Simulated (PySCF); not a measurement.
LiCl, SMILES [Li][Cl]. Geometry: PBE0-D3(BJ)/def2-TZVPD.

Question: Give the equilibrium geometry at PBE0-D3(BJ)/def2-TZVPD (PySCF confirms it by a frequency run) as bond lengths and angles, and its point group. (An estimate is asked for; the answer gives what the named calculation found.)

Answer: point group C∞v.
Atoms: Li1 Cl2. Bonded distances (Å): Li1–Cl2 2.020.
Charge 0, spin multiplicity 1.
